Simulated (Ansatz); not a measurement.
```xyz
2

Fe    0.0000    0.0000    0.0000
H     0.0000    0.0000    2.4090
```

Basis set: pcseg-2 (spherical functions). Charge 0, multiplicity 4.

Computed with Ansatz (development build ahead of 0.2.0); each method stands on the lowest determinant of its kind that the runs found.

Give the atomization energy at this shape (free ground-state atoms in the same class of orbitals less the molecule, no zero-point energy) of quartet FeH by PBE0 (unrestricted), PBE (unrestricted), UHF.

```json
{"method": "PBE0 (unrestricted)", "atomization energy": "75.5 kJ/mol"}
{"method": "PBE (unrestricted)", "atomization energy": "98.3 kJ/mol"}
{"method": "UHF", "atomization energy": "27.6 kJ/mol"}
```

Caution: the shape is not the minimum. Caution for PBE0 (unrestricted), PBE (unrestricted): the unrestricted determinant is spin contaminated. Caution for UHF: the unrestricted determinant is a mixture of spin states.
